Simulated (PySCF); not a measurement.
How methods differ on the excitation energy of Zr

Zr [Kr] 4d2 5s2 (3F) → Zr [Kr] 4d3 5s1 (5F), as a difference of total energies. All numbers are calculated (PySCF 2.14, the spin-free X2C one-electron Hamiltonian (Gaussian nucleus), in ANO-RCC-VTZP (7s6p4d2f1g, 68 functions)). Correlated levels: valence: [Kr] frozen; valence and next inner shell: [Ar] 3d10 frozen. The calculations carry no spin-orbit coupling.

Question: Order these methods by the excitation energy they give, lowest first.
A. PBE0
B. UHF
C. revPBE
D. SCS-MP2 (valence and next inner shell)

Answer: C (-0.162 eV), A (-0.058 eV), B (0.007 eV), D (0.760 eV).

Errors of the correlated levels include the incompleteness of this basis and the frozen core.

For comparison: 0.588 eV (measured; NIST levels, between the centres of gravity of the two terms).
